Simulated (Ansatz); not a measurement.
ClFH₅NO₂Si₂ (`O[Si@H](F)N[Si@H](O)Cl`) at its PBE0-D4/def2-TZVP geometry, where that method's forces vanish. The species carries charge 0 and has multiplicity 1.

```xyz
12

O     1.5023    0.4866    2.1225
Si    0.1207    0.1907    1.3146
F    -0.3071   -1.3483    1.4426
N     0.4670    0.5249   -0.3183
Si   -0.4239    0.0429   -1.7018
O    -1.6119   -0.9645   -1.2335
Cl    0.8879   -0.8243   -3.0260
H     1.4746    0.5557    3.0772
H    -1.0206    0.9324    1.8840
H     1.3677    0.9564   -0.4776
H    -1.0738    1.1462   -2.4262
H    -1.3828   -1.6986   -0.6574
```

Q: What forces (eV/Å) does B3LYP-D4/def2-TZVPP give on these atoms in Ansatz 0.2.0? (Estimate.)

A: Ansatz gave: 
```
O1   0.096  0.024  0.097
Si2 -0.148  0.207  0.065
F3  -0.059 -0.200  0.012
N4   0.061  0.042 -0.014
Si5 -0.106  0.257 -0.129
O6  -0.078 -0.094  0.050
Cl7  0.139 -0.097 -0.149
H8   0.051  0.010  0.041
H9   0.071 -0.046 -0.039
H10 -0.014  0.004 -0.002
H11  0.035 -0.070  0.055
H12 -0.049 -0.036  0.013
```

B3LYP here is the variant with VWN-RPA as its local correlation; programs differ in this.
